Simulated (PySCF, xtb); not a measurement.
C2H3O, SMILES O=C[CH2], multiplicity 2.

Harmonic wavenumbers (cm⁻¹) from xtb 6.7.1 with GFN2-xTB at its own minimum, in rising order: 228, 420, 491, 884, 972, 1167, 1348, 1399, 1555, 2800, 3103, 3160.

**Question.** What does PBE-D3(BJ)/def2-TZVP in PySCF give at its own minimum? (The exact figures need the calculation; the answer reports its results.)

**Answer.** 403, 489, 717, 939, 948, 1137, 1350, 1423, 1529, 2840, 3073, 3188. Paired by order, the mean absolute difference is 61 cm⁻¹ and the zero-point energies are 25.1 and 25.8 kcal/mol.
